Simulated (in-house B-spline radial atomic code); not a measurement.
Inner levels of cerium as electrons are removed. A shift is the extra binding of the orbital against the neutral atom ([Xe] 4f1 5d1 6s2). The density at the nucleus is averaged over the nuclear charge. Computed with a radial B-spline atomic code at the basis-set limit: Dirac-Hartree-Fock, average of the configuration, finite nuclei.

```csv
ion,configuration,shift of 2p3/2 (eV),shift of 3p1/2 (eV),shift of 3p3/2 (eV),radius of 2p3/2 (bohr),radius of 3p1/2 (bohr),radius of 3p3/2 (bohr),Σ<r²> (bohr²),change of density at nucleus (bohr⁻³)
Ce20+,[Kr] 4d2,534.15,513.09,511.65,0.094116,0.2652,0.27669,5.8617,142.06
Ce21+,[Kr] 4d1,581.52,557.09,555.42,0.094102,0.26487,0.27631,5.32,207.46
Ce22+,[Ar] 3d10 4s2 4p6,630.09,602.06,600.14,0.094086,0.26452,0.2759,4.8029,275.56
Ce23+,[Ar] 3d10 4s2 4p5,680.53,648.03,645.88,0.094073,0.26457,0.27595,4.3323,345.75
Ce24+,[Ar] 3d10 4s2 4p4,731.89,694.72,692.33,0.094055,0.26427,0.27559,3.8772,417.78
Ce25+,[Ar] 3d10 4s2 4p3,784.16,742.11,739.46,0.094037,0.26395,0.27521,3.4371,491.61
Ce26+,[Ar] 3d10 4s2 4p2,837.34,790.19,787.27,0.094017,0.26363,0.27482,3.011,567.27
Ce27+,[Ar] 3d10 4s2 4p1,891.41,838.95,835.76,0.093997,0.26329,0.27442,2.5985,644.76
Ce28+,[Ar] 3d10 4s2,946.39,888.4,884.92,0.093976,0.26293,0.274,2.1989,724.06
Ce29+,[Ar] 3d10 4s1,1002.52,939.36,935.58,0.093954,0.26254,0.27353,1.8283,-445.09
Ce30+,[Ar] 3d10,1059.48,990.95,986.86,0.093931,0.26214,0.27305,1.468,-1660.1
Ce31+,[Ar] 3d9,1169.12,1075.43,1069.78,0.093843,0.26022,0.27094,1.3724,-1484.46
Ce32+,[Ar] 3d8,1280.92,1161.2,1153.98,0.09375,0.25832,0.26885,1.2808,-1303.28
Ce33+,[Ar] 3d7,1394.87,1248.26,1239.43,0.093652,0.25643,0.26678,1.193,-1116.56
Ce34+,[Ar] 3d6,1510.94,1336.6,1326.14,0.09355,0.25456,0.26473,1.1088,-924.27
Ce35+,[Ar] 3d5,1629.14,1426.22,1414.1,0.093443,0.25271,0.26271,1.028,-726.39
Ce36+,[Ar] 3d4,1749.45,1517.12,1503.31,0.093333,0.25087,0.26071,0.95038,-522.91
Ce37+,[Ar] 3d3,1871.86,1609.28,1593.77,0.093217,0.24905,0.25873,0.87584,-313.84
```
